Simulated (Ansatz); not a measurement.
`BC[SiH](F)Cl` + `N=C=O` → `O=C=N[SiH](F)Cl` + `BC` at 500 K and 1 bar (ligand exchange at the Si–C bond).

Gas-phase electronic energies from Ansatz, PBE0-D4/def2-TZVP geometries. CCSD(T)/CBS adds triple-zeta CCSD(T) − MP2 to the extrapolated MP2 energy (def2 sets, frozen cores). This one scheme is used for every species. One conformer a species, not always the lowest.

```tsv
species	CCSD(T)/CBS energy (Eh)	H − E (kJ/mol)	S (J/(mol·K))
`BC[SiH](F)Cl`	-914.62178	208.5	419.6
`N=C=O`	-168.51995	77.7	264.2
`O=C=N[SiH](F)Cl`	-1017.33874	115.3	418.1
`BC`	-65.83255	172.2	281.8
```

H − E and S are ideal-gas, rigid-rotor, harmonic terms from PBE0-D4/def2-TZVP, for one conformer and one mirror image of each species. 1 Eh = 2625.50 kJ/mol, R = 8.31446 J/(mol·K).

**Question.** By hand: ΔE, ΔH, ΔS and ΔG.

**Answer.** ΔE = (-1017.33874) + (-65.83255) − (-914.62178) − (-168.51995) = -0.02956 Eh = -77.6 kJ/mol. Δ(H − E) = 115.3 + 172.2 − 208.5 − 77.7 = 1.3, so ΔH = -76.3 kJ/mol. ΔS = 418.1 + 281.8 − 419.6 − 264.2 = 16.1 J/(mol·K). ΔG = -76.3 − 500 × (16.1)/1000 = -84.3 kJ/mol.

**Question.** By hand: the equilibrium constant, and the temperature at which ΔG would vanish if ΔH and ΔS stayed fixed.

**Answer.** log₁₀ K = −ΔG/(RT ln 10) = 8.8. ΔH and −TΔS have one sign here, so there is no such temperature.

ΔH outweighs TΔS. A doubt of 5 kJ/mol in ΔE shifts log₁₀ K by 0.5 here. Other conformers and mirror images would add mixing entropy, several J/(mol·K) or more a flexible species. Modes under 60 cm⁻¹, often nearly free rotors, make the harmonic entropy too high. These are equilibria of isolated gas molecules and say nothing of rates. Largest T1 diagnostic: 0.018 (customary marks: 0.02 for closed shells, 0.045 for open ones).
